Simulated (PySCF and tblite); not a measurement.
The numbers below are computed, except where a source is named.
Molecule: C4H10BO3 (charge -1), numbered as in [CH3:1][O:2][B@@H-:3]1[O:4][CH2:5][C@@H:6]([CH3:7])[O:8]1; H are named by their carrier, a and b as at the first point (Å):

```
C1       2.582    0.366    0.455
O2       2.272   -0.930    0.077
B3       0.859   -1.190   -0.270
O4       0.360   -0.326   -1.414
C5      -0.579    0.560   -0.935
C6      -1.066    0.003    0.424
C7      -2.392   -0.764    0.262
O8      -0.055   -0.816    0.882
H1a      3.627    0.389    0.799
H1b      2.481    1.075   -0.384
H1c      1.937    0.719    1.273
H3       0.800   -2.361   -0.561
H5a     -0.143    1.573   -0.789
H5b     -1.411    0.658   -1.655
H6      -1.231    0.827    1.150
H7a     -2.257   -1.537   -0.490
H7b     -3.193   -0.089   -0.041
H7c     -2.658   -1.237    1.206
```

The ring 3–4–5–6–8 is held at Altona–Sundaralingam phase angles P (ν_j = ν_max cos(P + 144°(j − 2)), ν_j about the bond from ring atom j to j + 1, counted from 0) and the rest relaxed at GFN2-xTB. Energies: PBE0/pcSseg-1 + D3(BJ). Couplings: B3LYP/6-31G* with H pcJ-1, gas phase, for ¹H. Programs: tblite and PySCF.

The ion is treated without a counter-ion.

Problem. How do the most sensitive couplings change along the phase angle P?

Solution. 
```csv
phase angle P °,"³J(H5b,H6)","³J(H5a,H6)","⁴J(H3,H5a)","⁴J(H3,H6)","⁴J(H3,H5b)","²J(H5a,H5b)"
0,0.7,7.1,-0.4,-0.5,-0.7,-5.9
72,2.9,8.1,-1.0,-0.3,-0.3,-5.9
144,6.9,6.9,-1.3,0.2,-0.2,-6.3
216,6.9,7.5,-0.9,-0.4,-0.5,-5.9
288,3.5,8.6,-0.7,-0.5,-0.7,-6.0
```
Values in Hz.

Problem. Set ³J(H5b,H6) against its H–C–C–H torsion.

Solution. -140°: 6.9 Hz, -137°: 6.9 Hz, -116°: 3.5 Hz, -115°: 2.9 Hz, -98°: 0.7 Hz.

Problem. With the energies 0.39, 1.11, 0.17, 0.61, 1.16 kcal/mol at these points, what are the Boltzmann averages at 298 K?

Solution. ³J(H5b,H6) 4.7, ³J(H5a,H6) 7.3, ⁴J(H3,H5a) -0.9, ⁴J(H3,H6) -0.2, ⁴J(H3,H5b) -0.4, ²J(H5a,H5b) -6.1 Hz, over these points alone; points not sampled, such as mirror images that interchange a and b, would even out couplings that symmetry makes equal.
